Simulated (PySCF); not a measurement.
## Correlation energy of Cl²⁺ (chlorine, charge +2)

[Ne] 3s2 3p3, high-spin 4S determinant. Calculation: PySCF 2.14, in pcseg-2; the non-relativistic Hamiltonian (point nucleus). Frozen: [Ne]; 5 electrons correlated.

MP2 pair energies summed by pair of shells (mhartree):

```json
{"pair": "3s-3p", "energy": "-60.21", "share (%)": "66.6"}
{"pair": "3p-3p", "energy": "-21.35", "share (%)": "23.6"}
{"pair": "3s-3s", "energy": "-8.79", "share (%)": "9.7"}
```

Total MP2 correlation energy: -90.35 mhartree.

Same-spin part -24.26 and opposite-spin part -66.09 mhartree; SCS-MP2 scales them by 1/3 and 6/5 to -87.40 mhartree.

| level | correlation energy (mhartree) |
| --- | --- |
| CCSD | -111.18 |
| (T) | -2.99 |
| CCSD(T) | -114.17 |

Diagnostics: T1 = 0.0020, D1 = 0.0048, largest double amplitude 0.065.

Cost of the coupled-cluster step: 0.43 s of wall time on 1 thread of Neoverse-N1 (shared host), for 5 correlated electrons.

Iterations:

```
CC2 = 0
CCSD nocc = (np.int64(4), np.int64(1)), nmo = (29, 29)
frozen orbitals [[0, 1, 2, 3, 4], [0, 1, 2, 3, 4]]
max_cycle = 100
direct = 0
conv_tol = 1e-08
conv_tol_normt = 1e-06
diis_space = 8
diis_start_cycle = 0
Init t2, MP2 energy = -0.0903487807154513
Init E_corr(UCCSD) = -0.0903487807185794
cycle = 1  E_corr(UCCSD) = -0.106557965691139  dE = -0.016209185  norm(t1,t2) = 0.0380311
cycle = 2  E_corr(UCCSD) = -0.109914483508731  dE = -0.00335651782  norm(t1,t2) = 0.01063
cycle = 3  E_corr(UCCSD) = -0.111204319283486  dE = -0.00128983577  norm(t1,t2) = 0.00367434
cycle = 4  E_corr(UCCSD) = -0.111183566912675  dE = 2.07523708e-05  norm(t1,t2) = 0.000428197
cycle = 5  E_corr(UCCSD) = -0.111182927232539  dE = 6.39680136e-07  norm(t1,t2) = 2.97752e-05
cycle = 6  E_corr(UCCSD) = -0.111182627999818  dE = 2.99232721e-07  norm(t1,t2) = 2.28895e-06
cycle = 7  E_corr(UCCSD) = -0.111182722337004  dE = -9.43371854e-08  norm(t1,t2) = 5.47278e-07
cycle = 8  E_corr(UCCSD) = -0.111182701622725  dE = 2.07142781e-08  norm(t1,t2) = 9.20609e-08
cycle = 9  E_corr(UCCSD) = -0.111182698021349  dE = 3.60137629e-09  norm(t1,t2) = 3.32119e-08
UCCSD converged
E(UCCSD) = -458.3257271806623  E_corr = -0.1111826980213492
UCCSD(T) correction = -0.00299459372307331
```
